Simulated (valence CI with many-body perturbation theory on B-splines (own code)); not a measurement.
## Nd54+: calculated level list

Computed by relativistic CI+MBPT: four valence electrons over a frozen Dirac-Fock core [He], a basis of 11 s, 11 p, 9 d, 7 f, 5 g, 2 h, 1 i functions for each j, with the one-electron correlation potential Σ1 (screened to all orders), the two-electron term Σ2, the three-electron term Σ3, Breit, model QED; selected single and double excitations, second order for the rest (own B-spline code, finite nucleus).

The last digits are not significant, and no measured levels were compared; by estimate large intervals hold to a few tenths of a per cent, small ones and those within an open d or f shell to about a per cent. Among the levels kept, up to 280 cm⁻¹ of a level comes from second order outside the variational space, and about a tenth of that is noise between levels of different J, which matters for small intervals.

Levels 46 to 90 of 116, with energies above the lowest level, (2s^2 2p1/2^2) J=0. "Leading %" is the weight of the configuration and term that name the level; weights of strongly mixed levels are sums over their largest components and can fall short. In the jj column 3d3/2^4 stands for four electrons in 3d with j = 3/2. Lifetimes count E1, E2, E3, M1 and M2 decay at the calculated energies, and are blank where another channel may lead or the interval is too uncertain; long ones can be off by a factor of two.

```tsv
No.	Configuration	Term	J	E (Ry)	Leading %	g	Lifetime	Leading jj
46	2s 2p2 3s	3P	1	524.12	67	1.562	8.93 fs	2s 2p1/2 2p3/2 3s (97 %)
47	2s 2p2 3s	3D	3	524.85	57	1.437	17.4 fs	2s 2p1/2 2p3/2 3s (95 %)
48	2s 2p2 3s	3P	2	526.38	39	1.236	9.20 fs	2s 2p1/2 2p3/2 3s (97 %)
49	2s 2p2 3p	5P°	1	527.47	39	1.882	14.0 fs	2s 2p1/2 2p3/2 3p1/2 (99 %)
50	2s 2p2 3p	5D°	2	528.17	47	1.355	7.05 fs	2s 2p1/2 2p3/2 3p1/2 (99 %)
51	2s2 2p 3p	1P	1	528.67	31	1.230	26.6 fs	2s^2 2p3/2 3p3/2 (62 %)
52	2s 2p2 3s	3P	0	529.32	90		8.64 fs	2s 2p1/2 2p3/2 3s (90 %)
53	2s2 2p 3p	3D	3	529.46	94	1.325	131 fs	2s^2 2p3/2 3p3/2 (94 %)
54	2s 2p2 3s	3P	1	529.82	53	1.114	15.2 fs	2s 2p1/2 2p3/2 3s (97 %)
55	2s 2p2 3s	1D	2	529.83	37	1.212	20.7 fs	2s 2p1/2 2p3/2 3s (82 %)
56	2s 2p2 3p	3D°	3	530.15	33	1.227	4.30 fs	2s 2p1/2 2p3/2 3p1/2 (98 %)
57	2s 2p2 3s	1P	1	530.33	25	1.317	12.6 fs	2s 2p1/2 2p3/2 3s (64 %)
58	2s2 2p 3p	3P	2	531.41	50	1.291	48.9 fs	2s^2 2p3/2 3p3/2 (79 %)
59	2s 2p2 3p	3P°	2	532.16	41	1.487	7.60 fs	2s 2p1/2 2p3/2 3p1/2 (98 %)
60	2s2 2p 3p	1S	0	532.85	61		64.3 fs	2s^2 2p3/2 3p3/2 (90 %)
61	2s 2p2 3p	3P°	0	533.98	44		2.66 fs	2s 2p1/2 2p3/2 3p1/2 (87 %)
62	2s 2p2 3p	3D°	1	534.03	55	0.901	2.49 fs	2s 2p1/2 2p3/2 3p1/2 (85 %)
63	2s 2p2 3p	3F°	2	534.05	29	0.947	2.03 fs	2s 2p1/2 2p3/2 3p1/2 (63 %)
64	2s2 2p 3d	3D°	2	534.87	29	0.973	5.01 fs	2s^2 2p3/2 3d3/2 (60 %)
65	2s2 2p 3d	3F°	3	535.11	51	1.094	1.92 fs	2s^2 2p3/2 3d3/2 (93 %)
66	2s2 2p 3d	3P°	1	535.47	50	1.070	1.99 fs	2s^2 2p3/2 3d3/2 (84 %)
67	2s2 2p 3d	3P°	0	535.61	87		2.68 fs	2s^2 2p3/2 3d3/2 (87 %)
68	2s 2p2 3p	3D°	1	536.92	31	1.113	8.27 fs	2s 2p1/2 2p3/2 3p1/2 (98 %)
69	2s2 2p 3d	3F°	4	537.11	97	1.237	18.0 ps	2s^2 2p3/2 3d5/2 (97 %)
70	2s2 2p 3d	3P°	2	537.89	46	1.246	1.98 fs	2s^2 2p3/2 3d5/2 (96 %)
71	2s2 2p 3d	3D°	3	538.91	53	1.201	969 as	2s^2 2p3/2 3d5/2 (88 %)
72	2s 2p2 3p	5D°	3	539.56	47	1.481	12.0 fs	2s 2p1/2 2p3/2 3p3/2 (93 %)
73	2s2 2p 3d	1P°	1	539.58	58	1.108	1.45 fs	2s^2 2p3/2 3d5/2 (91 %)
74	2s 2p2 3p	5P°	1	540.10	26	1.573	5.39 fs	2s 2p1/2 2p3/2 3p3/2 (91 %)
75	2s 2p2 3p	3D°	2	540.95	44	1.455	6.58 fs	2s 2p1/2 2p3/2 3p3/2 (96 %)
76	2s 2p2 3p	3P°	0	541.85	82		3.94 fs	2s 2p1/2 2p3/2 3p3/2 (99 %)
77	2s 2p2 3p	3F°	4	542.12	59	1.331	1.11 ps	2s 2p1/2 2p3/2 3p3/2 (98 %)
78	2s 2p2 3p	3P°	2	542.39	42	1.357	6.63 fs	2s 2p1/2 2p3/2 3p3/2 (86 %)
79	2s 2p2 3p	1P°	1	542.97	32	1.120	4.26 fs	2s 2p1/2 2p3/2 3p3/2 (81 %)
80	2s 2p2 3p	3D°	3	543.63	51	1.287	6.85 fs	2s 2p1/2 2p3/2 3p3/2 (98 %)
81	2s 2p2 3d	5F	2	544.28	45	1.166	4.54 fs	2s 2p1/2 2p3/2 3d3/2 (99 %)
82	2s 2p2 3d	5D	1	544.40	50	1.188	5.80 fs	2s 2p1/2 2p3/2 3d3/2 (99 %)
83	2s 2p2 3d	5D	0	544.46	84		23.5 fs	2s 2p1/2 2p3/2 3d3/2 (100 %)
84	2s 2p2 3d	5F	3	544.89	54	1.192	5.02 fs	2s 2p1/2 2p3/2 3d3/2 (94 %)
85	2p3 3s	3P°	2	544.97	26	1.456	30.8 fs	2p1/2^2 2p3/2 3s (56 %)
86	2p3 3s	1P°	1	546.06	18	1.261	9.37 fs	2p1/2^2 2p3/2 3s (59 %)
87	2s 2p2 3d	5F	4	546.76	52	1.216	321 fs	2s 2p1/2 2p3/2 3d3/2 (64 %)
88	2s 2p2 3p	3D°	3	546.77	43	1.166	10.1 fs	2s 2p1/2 2p3/2 3p3/2 (99 %)
89	2s 2p2 3p	3D°	2	547.13	29	1.347	9.02 fs	2s 2p1/2 2p3/2 3p3/2 (80 %)
90	2s 2p2 3d	5D	4	547.34	48	1.335	71.9 fs	2s 2p1/2 2p3/2 3d5/2 (71 %)
```
